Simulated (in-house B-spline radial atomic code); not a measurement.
Whole-atom quantities along the 4-electron series, configuration [He] 2s2. Computed with a B-spline radial code for spherical atoms: non-relativistic Hartree-Fock, average of the configuration, point nuclei.

```tsv
ion	Z	E/Z² (Eh)	Σ<r²> (bohr²)	n(0)/Z³ (bohr⁻³)	Lamb diamagnetic shielding (ppm)	repulsion over attraction
Si10+	14	-1.1419	0.57525	0.66382	593.36	0.043484
P11+	15	-1.1489	0.49296	0.66717	637.74	0.04068
S12+	16	-1.155	0.42717	0.67012	682.12	0.038215
Cl13+	17	-1.1604	0.37374	0.67273	726.5	0.036031
Ar14+	18	-1.1652	0.32976	0.67507	770.88	0.034082
K15+	19	-1.1696	0.29312	0.67716	815.25	0.032332
Ca16+	20	-1.1735	0.26227	0.67906	859.63	0.030753
Sc17+	21	-1.177	0.23605	0.68077	904.01	0.029321
Ti18+	22	-1.1803	0.21357	0.68234	948.38	0.028016
V19+	23	-1.1832	0.19417	0.68377	992.76	0.026822
```

(1) With what power of Z does the column «Σ<r²> (bohr²)» change over this range?

Results:

(1) A fit of the logarithm of its size against log Z from Z = 14 to 23 has slope -2.19. Unscreened non-relativistic hydrogenic orbitals would give -2.
